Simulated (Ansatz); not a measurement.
Consider the cleavage of the Ga–B bond: `[CH3][Ga]([CH3])[BH]Cl` + `C[C](=N)[GeH3]` → `C/[C]([GeH3])=[N]\[Ga]([CH3])[CH3]` + `BCl`.

Computed with Ansatz on PBE0-D4/def2-TZVP structures; ΔE is electronic, products minus reactants. CCSD(T)/CBS is the MP2 limit (def2-TZVPP, def2-QZVPP) plus CCSD(T) − MP2 in def2-TZVPP, frozen cores. This one scheme is used for every species. DFT in def2-TZVPP. B3LYP here is the variant with VWN-RPA as its local correlation; programs differ in this. For Ga, Ge outer-core shells are correlated without core-valence functions, which leaves a few kJ/mol of doubt a bond. Scalar relativity is left out up to krypton. One conformer a species, not always the lowest.

Q: Is it downhill or uphill in electronic energy at CCSD(T)/CBS, and by how much? (An estimate is asked.)

A: Computed: Downhill: ΔE = -0.54 eV.

Q: What do these levels give: B3LYP-D4, ωB97X-V, B2PLYP, r2SCAN, HF/def2-TZVPP, HF/def2-QZVPP? (Best estimate.)

A: Computed: B3LYP-D4 -0.60, ωB97X-V -0.51, B2PLYP -0.61, r2SCAN -0.53, HF/def2-TZVPP -0.60, HF/def2-QZVPP -0.60 eV.

Largest T1 diagnostic among the species: 0.014.

The D4 term adds −0.05 eV with B3LYP and −0.03 eV with PBE0; it sums over pairs of atoms, weighted by their polarisabilities, and B3LYP, whose exchange is more repulsive, gets the larger term.
